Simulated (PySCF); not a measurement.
# Structure from NMR data

Molecular formula: C$_{5}$H$_{9}$FO$_{3}$Si. Simulated spectra:

¹H NMR (500 MHz, computed): δ 6.49 (s, 1H), 6.39 (br s, 1H), 5.02 (s, 2H), 4.73 (m, 2H), 2.85 (m, 2H), 2.37 (br s, 1H).

¹³C{¹H} NMR (computed): δ 188.8, 175.1, 133.1, 90.0, 45.5.

- σ from GIAO-PBE0/pcSseg-1
- geometry: GFN2-xTB
- code: PySCF 2.14
- no solvent model, a single conformation, averaged over atoms made equivalent by symmetry, fast rotation or ring inversion, non-relativistic Hamiltonian

Scale: TMS for ¹H and ¹³C (reference shieldings calculated alike).

Propose a structure and justify it.

Answers


1. The formula gives 2 degrees of unsaturation (no ring in the answer).
2. 5 carbon signals for 5 carbons: no two carbons are equivalent.
3. Carbon types of the structure: 2 × C, 1 × CH, 2 × CH2, leaving 4 H on heteroatoms.
4. δC 188.8: β carbon of a C=C–C=O unit; conjugation with the carbonyl draws π density from the β position.
5. δC 175.1: carboxylic acid carbon; lone-pair donation from the attached heteroatom keeps it upfield of a ketone carbonyl.
6. δC 133.1: α carbon of a C=C–C=O unit; the olefinic region.
7. δC 90.0: sp3 CH2 bonded to F; pulled downfield by the heteroatom.
8. δH 6.49: hydrogen on an α carbon of a C=C–C=O unit; olefinic region.
9. δH 2.85: hydrogen on an allylic sp3 CH2; allylic position.
10. δH 2.37: hydrogen on an oxygen bonded to Si; exchangeable; this is the value without hydrogen bonding to other molecules.

These data were computed for SMILES C(C/C(=C/C(=O)O)[SiH2]O)F.

This is the structure that produced the data.

OH/NH shifts are gas-phase values; hydrogen bonding in solution moves them, usually downfield. Splittings by ¹⁹F in the carbon and heteronuclear signals aren't shown, as no couplings were computed. Shifts are as computed. Against solution values, carbons near 30 ppm lie about +3 ppm off and those near 130 ppm about +5 ppm. Of 1211 compounds with measured shifts, 218 miss one by over three times the rms of a fit or turn the order of signals round; such compounds aren't used in these exercises. Hydrogen bonding in solution deshields acid and N–H amide carbonyl carbons by as much as 10 ppm beyond these values. Multiplicities follow the n + 1 count of equivalent neighbours, as no J values were calculated; m marks all less simple cases, F and P coupling included.
